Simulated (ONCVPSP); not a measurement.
**u(r) = r·R(r): atom against pseudo-atom (silicon (Si))**

Columns: radius, all-electron u(r) and pseudo u(r) of the 3p shell (level -4.08 eV) of silicon in the configuration [Ne] 3s2 3p2; PBE, scalar-relativistic, ONCV scheme, ONCVPSP 4.0.1.

```json
{"r (bohr)": "0.108", "all-electron": "-0.1120", "pseudo": "0.0044"}
{"r (bohr)": "0.215", "all-electron": "-0.2251", "pseudo": "0.0173"}
{"r (bohr)": "0.322", "all-electron": "-0.2587", "pseudo": "0.0386"}
{"r (bohr)": "0.430", "all-electron": "-0.2268", "pseudo": "0.0679"}
{"r (bohr)": "0.538", "all-electron": "-0.1550", "pseudo": "0.1040"}
{"r (bohr)": "0.645", "all-electron": "-0.0649", "pseudo": "0.1453"}
{"r (bohr)": "0.752", "all-electron": "0.0314", "pseudo": "0.1909"}
{"r (bohr)": "0.860", "all-electron": "0.1267", "pseudo": "0.2402"}
{"r (bohr)": "0.968", "all-electron": "0.2156", "pseudo": "0.2913"}
{"r (bohr)": "1.075", "all-electron": "0.2951", "pseudo": "0.3421"}
{"r (bohr)": "1.182", "all-electron": "0.3651", "pseudo": "0.3916"}
{"r (bohr)": "1.290", "all-electron": "0.4262", "pseudo": "0.4386"}
{"r (bohr)": "1.398", "all-electron": "0.4782", "pseudo": "0.4816"}
{"r (bohr)": "1.505", "all-electron": "0.5209", "pseudo": "0.5198"}
{"r (bohr)": "1.612", "all-electron": "0.5552", "pseudo": "0.5527"}
{"r (bohr)": "1.720", "all-electron": "0.5819", "pseudo": "0.5799"}
{"r (bohr)": "1.828", "all-electron": "0.6014", "pseudo": "0.6004"}
{"r (bohr)": "1.935", "all-electron": "0.6143", "pseudo": "0.6140"}
{"r (bohr)": "2.042", "all-electron": "0.6216", "pseudo": "0.6216"}
{"r (bohr)": "2.150", "all-electron": "0.6240", "pseudo": "0.6240"}
{"r (bohr)": "2.258", "all-electron": "0.6222", "pseudo": "0.6222"}
{"r (bohr)": "2.365", "all-electron": "0.6169", "pseudo": "0.6168"}
{"r (bohr)": "2.472", "all-electron": "0.6085", "pseudo": "0.6085"}
{"r (bohr)": "2.580", "all-electron": "0.5976", "pseudo": "0.5976"}
{"r (bohr)": "2.688", "all-electron": "0.5846", "pseudo": "0.5846"}
{"r (bohr)": "2.795", "all-electron": "0.5702", "pseudo": "0.5702"}
```

Task: How many radial nodes do the two functions have?

Result: The all-electron 3p function has n − l − 1 = 1; the pseudo-wave has 0, since the states of the same l below it are removed with the core.

Task: At about which radius was the pseudo-wave matched?

Result: 2.15 bohr. The columns agree to 0.0005 from 1.94 bohr on; several derivatives are matched, so the curves merge somewhat inside the radius.

Task: Where does each function peak?

Result: Outermost all-electron maximum near 2.15 bohr, pseudo maximum near 2.15 bohr (to the table’s step).

Task: Is the pseudo-wave norm-conserving?

Result: Yes: the ONCV scheme keeps the norm inside the radius equal to the all-electron one, which fixes the energy derivative of the logarithmic derivative at the level.
